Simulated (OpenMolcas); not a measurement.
# Mn3+: moving or changing the point charges

Mn3+ among 6 point charges of -1.5 e arranged as a trigonal antiprism (D3d), 1.77 Å from the ion, with a polar angle of 63.5° against the regular 54.74°.

| Item | Value |
| --- | --- |
| Program | OpenMolcas |
| Method | CASSCF |
| Basis | ANO-RCC-VDZP [5s4p2d1f] |
| Scalar Hamiltonian | DKH2, point nucleus |
| Active space | 4 electrons in 5 orbitals (3d) |
| State averaging | 2S+1 = 5 even, 5 roots; 2S+1 = 3 even, 45 roots; 2S+1 = 1 even, 50 roots |
| Spin-orbit coupling | state interaction with AMFI integrals over the reference wave functions |

Runs around this geometry, states (labels of D3, the rotations of D3d). Energies in cm-1 above the lowest state or level, χT in cm3 K/mol.

| R (Å) | q (e) | Polar angle / regular | Ground state | First state of that spin | First gap with spin-orbit (degeneracies) | χT at 300 K | First state of another spin |
| --- | --- | --- | --- | --- | --- | --- | --- |
| 1.77 | -1.5 | 1.07 | 5E | 5E 4812 | 0.4 (1, 1) | 2.575 | 3A2 20155 |
| 1.77 | -1.2 | 1.16 | 5E | 5E 5377 | 0.2 (1, 1) | 2.181 | 3A2 21267 |
| 1.68 | -1.5 | 1.16 | 5E | 5E 8117 | 0.1 (1, 1) | 2.230 | 3A2 18361 |
| 1.77 | -1.5 | 1.16 | 5E | 5E 6716 | 0.1 (1, 1) | 2.189 | 3A2 20011 |
| 1.92 | -1.5 | 1.16 | 5E | 5E 5028 | 0.2 (1, 1) | 2.127 | 3A2 21764 |

Taking the first state of the same spin as R^-n, n = -ln(5028 / 8117) / ln(1.92 / 1.68) = 3.6 between the shortest and longest distance.

Scaling the charges by -1.2 / -1.5 = 0.80 scales the first state of the same spin by 5377 / 6716 = 0.80; with fixed orbitals a first-order splitting would follow the charge.

An orbital doublet at a regular site is open to a Jahn-Teller distortion, which this geometry leaves out. Without dynamic correlation the repulsion within the d shell is too large (B by tens of per cent), so at a given field states of lower spin stand too high. Point charges carry no covalency, so the field is a model and not that of real ligands. No measured value stands beside these numbers.
